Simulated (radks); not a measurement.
Initial-state core-level shifts of the titanium ion Ti+ when its valence configuration changes from [Ar] 3d2 4s1. All-electron calculation, Dirac Kohn-Sham, PBE, spin-unpolarised, spherical densities, point nucleus; open shells are shared between the two j in proportion to 2j + 1. Program: a radial shooting solver on a logarithmic mesh with Libxc functionals. Shifts are changes of the shell-averaged eigenvalues in eV (positive: less bound).

valence,1s,2s,2p,3p
3d2 4p1,-1.246,-1.203,-1.203,-1.221
3d1 4s1 4p1,-7.103,-8.059,-7.971,-6.600
3d1.5 4s1.5,-2.747,-3.197,-3.157,-2.575
3d3,+4.293,+4.986,+4.922,+4.213
3d1 4s2,-5.860,-6.831,-6.747,-5.402
3d2 4s0.5 4p0.5,-0.628,-0.606,-0.606,-0.615
3d1 4s0.5 4p1.5,-7.708,-8.656,-8.567,-7.183
3d1.5 4s1 4p0.5,-3.379,-3.814,-3.774,-3.189
3d0.5 4s1.5 4p1,-10.533,-12.089,-11.952,-9.606
